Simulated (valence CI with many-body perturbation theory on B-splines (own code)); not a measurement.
# Which ion has this spectrum?

A relativistic CI+MBPT calculation for an atom or ion with 31 electrons gives these levels (cm⁻¹):

| J | Parity | E | g |
| --- | --- | --- | --- |
| 1/2 | odd | 0 | 0.66 |
| 3/2 | odd | 544024 | 1.33 |
| 1/2 | even | 679310 | 2.24 |
| 3/2 | even | 1131881 | 1.67 |
| 5/2 | even | 1191460 | 1.37 |
| 3/2 | even | 1277668 | 0.96 |
| 1/2 | even | 1299734 | 1.21 |
| 5/2 | even | 1685902 | 1.39 |
| 3/2 | even | 1691028 | 0.85 |
| 5/2 | even | 1840228 | 1.23 |
| 1/2 | even | 1844073 | 1.87 |
| 3/2 | even | 1875721 | 1.17 |
| 3/2 | odd | 1964300 | 1.33 |
| 3/2 | odd | 2230663 | 0.50 |

The energies are calculated, and their last digits are not significant.

Which is it?
A. Ho36+
B. Hf41+
C. Tm38+
D. Yb39+

C. Tm38+, ground level (4s^2 4p1/2) J=1/2.
